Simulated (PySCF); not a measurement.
A run for PySCF: R-M06-2X/def2-TZVPPD on H2O (SMILES O).

```python
from pyscf import gto, dft

mol = gto.M(
    atom='''
    O    -0.12139854   -0.06330217    0.58278213
    H     0.00780982    0.63656445   -0.06439309
    H    -0.47988093    0.37229124    1.36722086
    ''',
    basis='def2-tzvppd',
    charge=0, spin=0, verbose=4, max_memory=1800)
mf = dft.RKS(mol, xc='m062x').density_fit(auxbasis='def2-universal-jkfit')
mf.grids.level = 4
mf.conv_tol = 1e-9
mf.max_cycle = 150
mf.kernel()
mf.dip_moment()
```

Give the final energy of this run.

-76.4311 hartree.
